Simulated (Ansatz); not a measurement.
```yaml
crystal:
  periodic: [true, true, true]
  atoms:
    - {symbol: Si, position_ang: [-1.260866, 0.294338, -0.337210]}
    - {symbol: C, position_ang: [-0.150258, -0.949778, 0.164423]}
    - {symbol: C, position_ang: [1.255024, -0.575980, 0.363045]}
    - {symbol: S, position_ang: [2.097974, 0.777455, 0.205625]}
    - {symbol: H, position_ang: [-2.521249, -0.385437, -0.915600]}
    - {symbol: H, position_ang: [-1.654076, 1.236401, 0.652688]}
    - {symbol: H, position_ang: [-0.897959, 0.980960, -1.605391]}
    - {symbol: H, position_ang: [-0.293522, -1.832358, 0.367371]}
    - {symbol: H, position_ang: [2.022329, -1.298683, 1.044162]}
    - {symbol: H, position_ang: [1.142047, 1.712719, -0.202018]}
basis:
  gaussian: {orbitals: 6-31G}
hamiltonian: {xc: {name: r2SCAN50}, dispersion: d4}
scf: {lower_state_search: off}
```

```sh
$ ansatz run in.yaml --threads 2 --pin off --events-out ev --progress --plain --max-ram 4352MiB
```

Output, abridged:

```
Error: YAML parse error: error: line 2 column 3: crystal: missing field `lattice` (a structure is typed as `lattice` and `atoms`, a molecule's as `atoms` in Å alone, or read from a run's directory, `checkpoint`)
 --> <input>:2:3
1 | crystal:
2 |   periodic: [true, true, true]
3 |   atoms:
4 |     - {symbol: Si, position_ang: [-1.260866, 0.294338, -0.337210]}
```

(1) What is wrong with this run?

## Answers

(1) The molecule is marked periodic without a cell. The input was rejected before any iteration.
